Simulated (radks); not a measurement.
Results of a calculation; reference values are marked as such.
Valence configurations of Gd I (all share [Xe]). Code: a radial shooting solver on a logarithmic mesh with Libxc functionals. Model: scalar-relativistic Kohn-Sham, PBE, spin-polarised, spherical densities, point nucleus; open shells are filled with parallel spins first. Energies are relative to 4f7 5d1 6s2; eigenvalues in eV for spin up.

4f8 6s2: E (eV) -0.286; moment (Bohr magnetons) 6; e(4f) -4.416; e(6s) -3.760
4f7 5d1 6s2: E (eV) 0.000; moment (Bohr magnetons) 8; e(4f) -10.447; e(5d) -2.954; e(6s) -4.346
4f7 5d1.5 6s1.5: E (eV) 0.346; moment (Bohr magnetons) 9; e(4f) -9.542; e(5d) -2.561; e(6s) -4.220
4f7 5d2 6s1: E (eV) 0.563; moment (Bohr magnetons) 10; e(4f) -8.696; e(5d) -2.183; e(6s) -4.059
4f7 6s2 6p1: E (eV) 2.033; moment (Bohr magnetons) 8; e(4f) -13.716; e(6p) -2.443; e(6s) -5.716
4f7 5d3: E (eV) 2.539; moment (Bohr magnetons) 10; e(4f) -7.561; e(5d) -1.577
4f6.5 5d1.5 6s2: E (eV) 4.413; moment (Bohr magnetons) 8; e(4f) -13.655; e(5d) -3.567; e(6s) -4.552
4f6 5d2 6s2: E (eV) 10.162; moment (Bohr magnetons) 8; e(4f) -17.002; e(5d) -4.172; e(6s) -4.725

NIST lists [Xe] 4f7 5d1 6s2 as the ground configuration; this level of theory puts 4f8 6s2 lower, by 0.286 eV. The energies are those of spherical high-spin densities, not of single terms. No valid solution was reached for [Xe] 4f8 5d1 6s1; [Xe] 4f9 6p1.
